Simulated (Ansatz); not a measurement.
One change: `N[SiH2]CF` becomes `N[SiH2]CCF`.

Ansatz, PBE0-D4/def2-TZVP geometries, multiplicity 1. Each molecule was computed in one conformer, which needn't be the lowest.

```csv
property,`N[SiH2]CF`
HOMO–LUMO gap (ωB97M-V/def2-TZVPP) / eV,11.76
HOMO energy (B3LYP/def2-TZVPP) / eV,-7.26
HOMO–LUMO gap (B3LYP/def2-TZVPP) / eV,7.34
LUMO energy (ωB97M-V/def2-TZVPP) / eV,1.92
HOMO energy (PBE0/def2-TZVPP) / eV,-7.48
size of the dipole moment (PBE/def2-TZVPP) / D,1.25
```

Q: What does the change do to each property? (Best estimate.)

A: Ansatz gave: 
```
                                      property  `N[SiH2]CCF`  shift
       HOMO–LUMO gap (ωB97M-V/def2-TZVPP) / eV         11.76   0.00
           HOMO energy (B3LYP/def2-TZVPP) / eV         -7.29  -0.03
         HOMO–LUMO gap (B3LYP/def2-TZVPP) / eV          7.37   0.03
         LUMO energy (ωB97M-V/def2-TZVPP) / eV          1.88  -0.04
            HOMO energy (PBE0/def2-TZVPP) / eV         -7.51  -0.03
size of the dipole moment (PBE/def2-TZVPP) / D          2.43   1.18
```

Dipoles are sizes alone; their direction can turn.

B3LYP here is the variant with VWN-RPA as its local correlation; programs differ in this.
